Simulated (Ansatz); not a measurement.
Ansatz (a program for electronic structure) input:

Ansatz 0.2 input:
```yaml
crystal:
  periodic: [false, false, false]
  atoms:
    - {symbol: Pb, position_ang: [-0.00000000, -0.00000000, -1.35978022]}
    - {symbol: Pb, position_ang: [0.00000000, 0.00000000, 1.32142475]}
    - {symbol: H, position_ang: [0.00000000, 0.00000000, 3.14514853]}
basis:
  gaussian:
    orbitals: def2-SVPD
total_charge: -1
magnetization: {spin_polarized: false}
correlation: {method: ccsd_t, electrons: outside_noble_gas}
output: {forces: true}
```

Task: Predict the final energy.

Result: -384.42893 Eh (CCSD(T)/def2-SVPD). The basis has 72 functions.

It need not be the lowest isomer of its formula. Whether it binds its extra electron was not tested at this geometry.
